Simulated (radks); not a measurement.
Question: These are the eigenvalues of the occupied orbitals of an atom or ion with whole-number occupations (eV). Method: Dirac Kohn-Sham, Wu-Cohen GGA, spin-unpolarised, spherical densities, point nucleus; computed with a radial shooting solver on a logarithmic mesh with Libxc functionals.

orbital  eigenvalue
1s1/2     -7544.997
2s1/2     -1335.320
2p1/2     -1228.465
2p3/2     -1215.472

Which element is it, and in what charge state? The configuration may be excited. Open shells, if any, fill j = l - 1/2 first.

Answer: Z = 26, iron, charge +16: Fe16+ in [Ne]. The list shows which subshells hold electrons but not how many an open one holds; the 1s level, -277.27 hartree, gives Z - s = 23.5 by -(Z - s)^2/2, which with screening and relativity narrows Z to a few neighbours, and the depths of the outer levels then fix element, charge and occupations together.
